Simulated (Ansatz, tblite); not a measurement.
Cost and result up the ladder for SnPhH3 (C6H8Sn) (15 atoms). Total charge 0; singlet. Geometry: r2SCAN-D4/def2-SVP.

Cartesian coordinates in Å:
```
Sn -1.562 -0.098 -2.160
C -0.310 -0.022 -0.414
C 0.479 -1.126 -0.050
C 1.307 -1.072 1.077
C 1.354 0.088 1.857
C 0.571 1.192 1.507
C -0.255 1.137 0.380
H 0.452 -2.045 -0.646
H 1.915 -1.940 1.348
H 2.000 0.130 2.739
H 0.602 2.101 2.116
H -0.865 2.011 0.125
H -2.954 0.867 -1.895
H -2.010 -1.727 -2.452
H -0.723 0.504 -3.529
```

Ansatz on 4 threads of Intel Xeon on a shared host; xTB runs through tblite on one thread. Times are rough, summed over both states, and most runs start from the orbitals of an earlier one. PBE0-D4/def2-TZVP serves as the yardstick here, not as an exact answer. The other state is a triplet.

In the def2 sets Sn takes a core potential; there is no spin–orbit coupling. The xTB rows come from tblite.

xTB has no spin-polarisation term.

| level | functions | wall time |
| --- | --- | --- |
| GFN2-xTB | 41 | 0.055 s |
| GFN1-xTB | 49 | 0.064 s |
| PBE-D4/def2-TZVP (with forces) | 284 | 40 s |
| r2SCAN-D4/def2-TZVP | 284 | 42 s |
| PBE0-D4/def2-TZVP | 284 | 82 s |

Task: Estimate what each level gives for the vertical triplet (eV).

Result: 
| level | vertical triplet (eV) | difference from PBE0-D4/def2-TZVP (eV) |
| --- | --- | --- |
| GFN2-xTB | 4.51 | 0.27 |
| GFN1-xTB | 4.42 | 0.19 |
| PBE-D4/def2-TZVP (with forces) | 4.33 | 0.09 |
| r2SCAN-D4/def2-TZVP | 4.12 | -0.12 |
| PBE0-D4/def2-TZVP | 4.24 | 0.00 |
